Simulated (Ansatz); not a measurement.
CH10Ge2Si (SMILES C[SiH]([GeH3])[GeH3]), singlet, at a GFN2-xTB geometry, with bond 7-2 at 1.4 times its length; SC-NEVPT2/STO-3G, CASSCF(2,4) run with Ansatz (a program for electronic structure).

The Ansatz input:
Ansatz 0.2 input:
```yaml
crystal:
  periodic: [false, false, false]
  atoms:
    - {symbol: Si, position_ang: [-0.12633002, 0.84699789, 0.26478066]}
    - {symbol: C, position_ang: [-0.49067737, 2.11184075, -1.10746550]}
    - {symbol: Ge, position_ang: [1.99045725, -0.10109483, -0.10462809]}
    - {symbol: Ge, position_ang: [-1.81375578, -0.78658851, 0.27267806]}
    - {symbol: H, position_ang: [-0.12295171, 1.54252336, 1.56138516]}
    - {symbol: H, position_ang: [-0.50173576, 1.62845856, -2.08206346]}
    - {symbol: H, position_ang: [-1.84540428, 2.77397172, -0.90425080]}
    - {symbol: H, position_ang: [0.26367645, 2.89370618, -1.13502999]}
    - {symbol: H, position_ang: [2.98547451, 0.08019094, 1.00352587]}
    - {symbol: H, position_ang: [1.99816895, -1.58555075, -0.32864823]}
    - {symbol: H, position_ang: [2.71988830, 0.42790221, -1.30593521]}
    - {symbol: H, position_ang: [-2.91191549, -0.56632041, -0.72760531]}
    - {symbol: H, position_ang: [-2.55894732, -0.94476669, 1.56517750]}
    - {symbol: H, position_ang: [-1.35508128, -2.18408284, -0.02822934]}
basis:
  gaussian:
    orbitals: STO-3G
magnetization: {spin_polarized: false}
correlation: {method: sc_nevpt2, electrons: all, active_space: {window: {electrons: 2, orbitals: 4}}}
```

Output, abridged:

```
Functional definition: HF
673 factors; integrals over basis functions are off by at most 4.4e-5 eV
mean field evaluation 1: about -120608.9496 eV, gradient 1.4e1 eV
mean field evaluation 2: about -120608.9820 eV, gradient 1.4e1 eV
mean field evaluation 4: about -120609.9579 eV, gradient 1.0e0 eV
mean field evaluation 8: about -120609.9646 eV, gradient 6.3e-6 eV
mean field -120609.96458505 eV, -4432.3344461305 hartree, gradient 1.6e-6 eV, S^2 0.000000; 0 other end points of the search recorded, 0 dependent functions left out
reference -120609.96458505 eV, -4432.3344461305 hartree; 47, 47 occupied and 13, 13 virtual orbitals, 673 factors
state -120611.04266724 eV, -4432.3740649200 hartree
state -120611.04266724 eV, -4432.3740649200 hartree; corrected -120615.30759117 eV, -4432.5307979838 hartree
state -120610.21079588 eV, -4432.3434942113 hartree
state -120610.21079588 eV, -4432.3434942113 hartree; corrected -120615.06050507 eV, -4432.5217177370 hartree
state -120611.04266724 eV, -4432.3740649200 hartree; corrected -120615.30759117 eV, -4432.5307979838 hartree
WARN: 1 active orbitals are nearly empty or full. The corrections depend on them more than the energy does, and are more stable in an active space without them
Total energy: -120615.30759117 eV, -4432.5307979838 hartree
```
